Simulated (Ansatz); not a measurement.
Sc2N2. Charge 0, multiplicity 1. Geometry r2SCAN-D4/def2-SVP, basis def2-TZVP, Ansatz.

```xyz
4

Sc   -1.3589   -0.2826    0.0861
Sc    0.6667    0.6188   -1.5876
N     0.0903   -0.3854    1.3025
N     0.6019    0.0492    0.1990
```

```json
{"run": "A", "HOMO (eV)": "-3.89", "LUMO (eV)": "-2.02"}
{"run": "B", "HOMO (eV)": "-3.24", "LUMO (eV)": "-2.30"}
{"run": "C", "HOMO (eV)": "-3.13", "LUMO (eV)": "-2.37"}
{"run": "D", "HOMO (eV)": "-3.20", "LUMO (eV)": "-2.48"}
{"run": "E", "HOMO (eV)": "-4.94", "LUMO (eV)": "-1.40"}
```

No other spin state of charge 0 was run. Another isomer (singlet) lies 2.09 eV lower at PBE0-D4/def2-TZVP; other spin states weren't run for this one.

**Question.** The runs used CAM-B3LYP, PBE, PBE0, r2SCAN, revPBE. Estimate which is which.

**Answer.** A PBE0 (25 % exact exchange); B r2SCAN (0 % exact exchange); C revPBE (0 % exact exchange); D PBE (0 % exact exchange); E CAM-B3LYP (range-separated). Exact exchange lowers occupied and raises empty levels; among semilocal functionals meta-GGAs tend to open the gap a little, and such runs are hard to tell apart. The gap grows from 0.72 eV (PBE) to 3.54 eV (CAM-B3LYP). The restricted singlet is unstable towards broken spin symmetry in Hartree–Fock (as tested in another run); at PBE0-D4/def2-TZVP, r2SCAN-D4/def2-TZVP, revPBE-D4/def2-TZVP, PBE-D4/def2-TZVP and others this wasn't settled.
